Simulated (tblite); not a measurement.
Run record: tight-binding relaxation, `C[CH2][GeH2][SiH2][SiH3]`.

Computed with GFN2-xTB geometry optimisation, gas phase (tblite 0.8.0). Start geometry: from a force field or distance geometry. The input is one job of a driver script: a line of settings, then coordinates in Å.

Command:
```bash
OMP_NUM_THREADS=1 python probes_run.py task.json out
```

Input:
```
{"job": {"kind": "relax", "xc": "GFN2-xTB", "basis": "xTB"}, "charge": 0, "multiplicity": 1}
C     -2.091500     0.163400     0.895500
C     -1.522000     0.509400    -0.477500
Ge    -0.277200    -0.892300    -1.052000
Si     1.467400    -1.050600     0.432700
Si     2.303800     0.976900     0.811000
H     -1.297000     0.105300     1.653000
H     -2.814800     0.961600     1.197900
H     -2.632100    -0.799600     0.857600
H     -0.965900     1.466700    -0.410900
H     -2.340800     0.596200    -1.206600
H     -1.035400    -2.246200    -1.141000
H      0.268700    -0.516600    -2.449500
H      2.504400    -1.934600    -0.102500
H      0.977500    -1.611800     1.707700
H      1.246000     1.850400     1.356000
H      2.780900     1.541500    -0.455800
H      3.420900     0.892300     1.761100
```

Output:
```
step      E/eV     max force
  0    -428.67716    1.201
  1    -428.74568    0.483
  2    -428.78387    0.364
  3    -428.80237    0.326
  4    -428.82871    0.371
  5    -428.85056    0.352
  6    -428.87053    0.349
  7    -428.88456    0.340
  8    -428.89525    0.232
  9    -428.90071    0.198
... (61 lines left out)
 71    -428.92153    0.012
 72    -428.92156    0.014
 73    -428.92160    0.019
 74    -428.92165    0.025
 75    -428.92169    0.020
 76    -428.92172    0.012
 77    -428.92173    0.011
 78    -428.92175    0.012
 79    -428.92177    0.014
 80    -428.92178    0.009
```

«max force» is the largest atomic force in eV/Å.

Question: From which step on does the largest force stay under 0.1 eV/Å, and how much energy is left to gain from there?

Answer: From step 13 (0.083 eV/Å), 11.6 meV above the end.

In short: energy lowered by 5.6 kcal/mol over 80 steps; largest atomic force 0.009 eV/Å at the end.

Question: Where do the atoms end?

Answer: 0.164 Å rms from the input after alignment:
```
atom  x, y, z in Å
C1    -2.1565    0.2298    0.8779
C2    -1.6127    0.4547   -0.5261
Ge3   -0.2921   -0.9382   -1.0437
Si4    1.5412   -1.0753    0.4225
Si5    2.4277    1.0107    0.9095
H6    -1.3510    0.2586    1.6116
H7    -2.8871    0.9924    1.1457
H8    -2.6408   -0.7434    0.9462
H9    -1.1368    1.4366   -0.5806
H10   -2.4376    0.4669   -1.2401
H11   -1.0763   -2.2272   -1.1968
H12    0.0874   -0.6437   -2.4814
H13    2.5412   -1.9733   -0.1692
H14    1.0894   -1.7755    1.6340
H15    1.4368    1.8988    1.5282
H16    2.9000    1.6983   -0.2963
H17    3.5601    0.9418    1.8351
```

Time: 1.3 s. Hardware: one thread of an Intel Xeon at 2.70 GHz (shared host).
Labels such as C1 count atoms from 1, the log's own numbers from 0.
